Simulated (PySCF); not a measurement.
# Correlation energy of S³⁺ (sulfur, charge +3)

[Ne] 3s2 3p1, 2P determinant. All numbers are calculated (PySCF 2.14, no relativity, point nucleus, in def2-TZVP (5s5p2d1f, 37 functions)). Frozen: [Ne]; 3 electrons correlated.

MP2 pair energies summed by pair of shells (mhartree):

```tsv
pair	energy	share (%)
3s-3s	-26.75	54.9
3s-3p	-21.95	45.1
```

Total MP2 correlation energy: -48.70 mhartree.

Same-spin part -2.99 and opposite-spin part -45.71 mhartree; SCS-MP2 scales them by 1/3 and 6/5 to -55.85 mhartree.

```csv
level,correlation energy (mhartree)
CCSD,-69.50
(T),-0.97
CCSD(T),-70.47
```

Diagnostics: T1 = 0.010, D1 = 0.0241, largest double amplitude 0.108.

Cost of the coupled-cluster step: 0.23 s of wall time on 1 thread of Intel(R) Xeon(R) Platinum 8559C (shared host), for 3 correlated electrons.

Iterations:

```
CC2 = 0
CCSD nocc = (np.int64(2), np.int64(1)), nmo = (32, 32)
frozen orbitals [[0, 1, 2, 3, 4], [0, 1, 2, 3, 4]]
max_cycle = 100
direct = 0
conv_tol = 1e-08
conv_tol_normt = 1e-06
diis_space = 8
diis_start_cycle = 0
Init t2, MP2 energy = -0.0486972158035583
Init E_corr(UCCSD) = -0.0486972158218449
cycle = 1  E_corr(UCCSD) = -0.061816467412263  dE = -0.0131192516  norm(t1,t2) = 0.0493228
cycle = 2  E_corr(UCCSD) = -0.0663268989033176  dE = -0.00451043149  norm(t1,t2) = 0.0207215
cycle = 3  E_corr(UCCSD) = -0.0695052055092231  dE = -0.00317830661  norm(t1,t2) = 0.00942861
cycle = 4  E_corr(UCCSD) = -0.0694851505619976  dE = 2.00549472e-05  norm(t1,t2) = 0.00106363
cycle = 5  E_corr(UCCSD) = -0.069505664057638  dE = -2.05134956e-05  norm(t1,t2) = 0.000126788
cycle = 6  E_corr(UCCSD) = -0.0694994833622605  dE = 6.18069538e-06  norm(t1,t2) = 2.22657e-05
cycle = 7  E_corr(UCCSD) = -0.0695019990696827  dE = -2.51570742e-06  norm(t1,t2) = 6.52723e-06
cycle = 8  E_corr(UCCSD) = -0.0695012254240467  dE = 7.73645636e-07  norm(t1,t2) = 2.12343e-06
cycle = 9  E_corr(UCCSD) = -0.0695012178913815  dE = 7.5326652e-09  norm(t1,t2) = 1.66304e-07
UCCSD converged
E(UCCSD) = -395.142142371234  E_corr = -0.06950121789138146
UCCSD(T) correction = -0.000967528604181958
```
